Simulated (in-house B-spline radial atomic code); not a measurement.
Results of a calculation; reference values are marked as such.
Work functions and surface energies across electron densities: Be, Sb, Zn, Tl, Li, Ca, Sr, Ba, Rb

The positive ions are smeared into a uniform slab; the electrons are solved self-consistently in the LDA (PW92) on a fine grid across the film. Stabilised jellium adds, inside the slab, the constant potential −n de/dn that makes the bulk stable at the metal's density. No lattice, so no dependence on crystal face. Atomic units unless named.

Thick-film averages; measured work functions from the table in Wikipedia's article on work functions.

```csv
metal,r_s (bohr),Φ jellium (eV),Φ stabilised (eV),Φ measured (eV),σ jellium (J/m²),σ stabilised (J/m²)
Be,1.87,3.82,4.39,4.98,-1.561,1.090
Sb,2.14,3.75,4.21,4.55 to 4.70,-0.409,0.865
Zn,2.31,3.68,4.08,3.63 to 4.9,-0.091,0.736
Tl,2.49,3.60,3.93,about 3.84,0.086,0.619
Li,3.26,3.23,3.37,2.9,0.220,0.306
Ca,3.27,3.23,3.36,2.87,0.220,0.304
Sr,3.54,3.10,3.19,about 2.59,0.202,0.243
Ba,3.7,3.03,3.09,2.52 to 2.70,0.188,0.214
Rb,5.31,2.44,2.36,2.261,0.083,0.072
```

Q: Where do the two models part, and which lies nearer to measurement?

A: They differ by +0.57 eV for Be and -0.08 eV for Rb; the stabilising potential vanishes near r_s = 4.2, where jellium is in equilibrium. Against the middle of the measured ranges the mean absolute misses are 0.52 eV (jellium) and 0.38 eV (stabilised). The largest miss of the stabilised model is +0.60 eV, for Sr. Plain jellium has a negative surface energy for Be, Sb, Zn.
